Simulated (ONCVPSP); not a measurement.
# Os (Z = 76), ONCV: configuration errors across variants

osmium (Os), optimised norm-conserving Vanderbilt (ONCV), made with ONCVPSP 4.0.1 (BLYP, fully relativistic). Core [Kr] 4d10, reference 4f13 5s2 5p6 5d7 6s2. Waves: 5s+6s: rc 1.40 bohr, ncon 4, nbas 8, qcut 7.3 1/bohr, 2 projectors; 5p: rc 1.85 bohr, ncon 3, nbas 7, qcut 9.2 1/bohr, 2 projectors, debl 1.9 Ha; 5d: rc 1.80 bohr, ncon 4, nbas 8, qcut 7.6 1/bohr, 2 projectors, debl 3.3 Ha; 4f: rc 0.75 bohr, ncon 4, nbas 8, qcut 26 1/bohr, local. Local part: the f channel. Core correction: Teter function, fcfact 4, rcfact 1.15.

Open shells are filled in proportion to 2j + 1.

All-electron excitation energies from the reference (eV): (1) 4f14 5s2 5p6 5d6 6s2 -49.936; (2) 4f14 5s2 5p6 5d6 6s1 -40.398; (3) 4f14 5s2 5p6 5d6 6s0 -23.410; (4) 4f13 5s2 5p6 5d6 6s2 12.150.

1 further variants failed, have other tests or another functional or relativity, and are left out.

A true bound ghost makes a file unfit for plane-wave use even where its test errors are small: the radial tests pick states by their node count and pass the ghost by.

The file “base” misses its own reference levels by 1.7 eV. The file “core correction Teter function, fcfact 4, rcfact 1.12” misses its own reference levels by 1.7 eV. The file “p: qcut 6” misses its own reference levels by 1.7 eV. The file “s: qcut 7.5; p: qcut 9.5; d: qcut 7.8; f: qcut 26.7” misses its own reference levels by 1.7 eV. The file “s: ncon 5, nbas 9” misses its own reference levels by 1.7 eV. The file “p: rc 2.62” misses its own reference levels by 1.7 eV.

Errors AE − PS in meV (a dash: test not solved or not reliable):

| change | (1) | (2) | (3) | (4) | bound ghosts | GHOST(+) flags above zero |
| --- | --- | --- | --- | --- | --- | --- |
| base | -482 | -430 | -365 | -0.9 | s, p3/2, d5/2, p1/2, d3/2 | s |
| core correction Teter function, fcfact 4, rcfact 1.12 | -482 | -427 | -362 | -0.9 | s, p3/2, d5/2, p1/2, d3/2 | s |
| p: qcut 6 | -422 | -370 | -307 | -0.9 | s, p3/2, d5/2, p1/2, d3/2 | s |
| s: qcut 7.5; p: qcut 9.5; d: qcut 7.8; f: qcut 26.7 | -493 | -444 | -384 | -0.9 | s, p3/2, d5/2, p1/2, d3/2 | s |
| s: ncon 5, nbas 9 | -517 | -473 | -422 | -0.8 | s, p3/2, d5/2, p1/2, d3/2 | s |
| p: rc 2.62 | -403 | -351 | -288 | -0.9 | s, p3/2, d5/2, p1/2, d3/2 | s |

(1) Give the same row for: d: qcut 7.2.

Results:

(1) -490, -433, -367, -0.9; bound ghosts: s, p3/2, d5/2, p1/2, d3/2; GHOST(+) flags above zero: s.
